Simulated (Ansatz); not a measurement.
Species: C₁₀H₈BF, SMILES `Bc1ccc(F)cc2cccc1-2` (charge 0, multiplicity 1).

### Question
Give a relaxed geometry from B3LYP-D3(BJ)/def2-SVP (Ansatz, a program for electronic structure).

### Answer
One answer among several that fit: the end point of this relaxation, one of several conformers (outside a Z-matrix the atoms follow the SMILES, hydrogens last).
Bonded distances (Å): B1–C2 1.555, B1–H13 1.202, B1–H14 1.206, C2–C3 1.412, C2–C12 1.421, C3–C4 1.399, C3–H15 1.093, C4–C5 1.388, C4–H16 1.094, C5–F6 1.348, C5–C7 1.399, C7–C8 1.384, C7–H17 1.094, C8–C9 1.410, C8–C12 1.521, C9–C10 1.400, C9–H18 1.089, C10–C11 1.414, C10–H19 1.091, C11–C12 1.401, C11–H20 1.086. Bond angles (°): C2–B1–H13 122.8, C2–B1–H14 118.8, H13–B1–H14 118.4, B1–C2–C3 114.6, B1–C2–C12 119.9, C3–C2–C12 125.5, C2–C3–C4 131.6, C2–C3–H15 114.6, C4–C3–H15 113.8, C3–C4–C5 128.8, C3–C4–H16 117.1, C5–C4–H16 114.1, C4–C5–F6 115.4, C4–C5–C7 129.9, F6–C5–C7 114.6, C5–C7–C8 128.0, C5–C7–H17 114.7, C8–C7–H17 117.3, C7–C8–C9 124.4, C7–C8–C12 128.5, C9–C8–C12 107.0, C8–C9–C10 108.1, C8–C9–H18 125.0, C10–C9–H18 126.9, C9–C10–C11 110.2, C9–C10–H19 125.1, C11–C10–H19 124.7, C10–C11–C12 109.2, C10–C11–H20 125.4, C12–C11–H20 125.4, C2–C12–C8 127.5, C2–C12–C11 127.0, C8–C12–C11 105.5.
